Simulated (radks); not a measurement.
Problem. These are the eigenvalues of the occupied orbitals of an atom or ion with whole-number occupations (hartree). All-electron calculation, Dirac Kohn-Sham, PBE, spin-unpolarised, spherical densities, point nucleus. Program: a radial shooting solver on a logarithmic mesh with Libxc functionals.

1s1/2: -197.7316
2s1/2: -22.74538
2p1/2: -19.26519
2p3/2: -19.00420
3s1/2: -3.18850
3p1/2: -2.24648
3p3/2: -2.21595
3d3/2: -0.78495
3d5/2: -0.78234

Which element is it, and in what charge state? The configuration may be excited. Open shells, if any, are shared by 2j + 1.

Solution. Z = 23, vanadium, charge +2: V2+ in [Ar] 3d3. The list shows which subshells hold electrons but not how many an open one holds; the 1s level, -197.73 hartree, gives Z - s = 19.9 by -(Z - s)^2/2, which with screening and relativity narrows Z to a few neighbours, and the depths of the outer levels then fix element, charge and occupations together.
